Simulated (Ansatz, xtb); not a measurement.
## A geometry optimisation of C2H3Br− with r2SCAN-D4/def2-SVPD

The starting geometry of this gas-phase doublet has its atoms placed at random.

```yaml
atoms:
  - { symbol: C, position_ang: [0.5663, -0.3826, -1.1655] }
  - { symbol: C, position_ang: [-0.2193, -2.0572, -0.5401] }
  - { symbol: Br, position_ang: [0.1019, 1.6207, 0.3616] }
  - { symbol: H, position_ang: [-0.3309, -0.9854, -0.3500] }
  - { symbol: H, position_ang: [0.5890, -1.1296, 0.2830] }
  - { symbol: H, position_ang: [-1.2088, 1.4146, -1.0613] }
```

Q: One run relaxed it with r2SCAN-D4/def2-SVPD. What is a likely outcome?

A: It falls apart into C2H2 + BrH (formulas without charges). Distances that change by over a tenth: C1–H4 (1.35 → 2.16 Å). Contacts that close: C1–C2 (1.95 → 1.31 Å), C2–H5 (1.48 → 1.10 Å), Br3–H6 (1.95 → 1.61 Å).

The energy falls by 8.33 eV over 23 steps:

```tsv
step	E − E(last) (eV)
1	8.333
3	3.480
6	2.263
8	1.682
11	0.626
13	0.188
16	0.066
18	0.009
21	0.002
23	0.000
```

Final geometry (Å):

```csv
atom,x (Å),y (Å),z (Å)
C,0.3686,-1.8761,-1.8244
C,0.2282,-1.2429,-0.6841
Br,-0.8799,2.3267,0.5400
H,-0.1492,-0.1133,-0.6809
H,0.3978,-1.5552,0.3570
H,-0.4673,0.9413,-0.1797
```

From the same start GFN2-xTB ends elsewhere, in pieces: C2H + Br + H2.

From so rough a start the end depends on the optimiser's path, so another program may land elsewhere. No frequencies were run, so the end isn't proven a minimum. Open shells are spin-unrestricted. Run with Ansatz 0.2.0, 2.6 min on 2 threads of Arm Neoverse V1, with other jobs on the host.
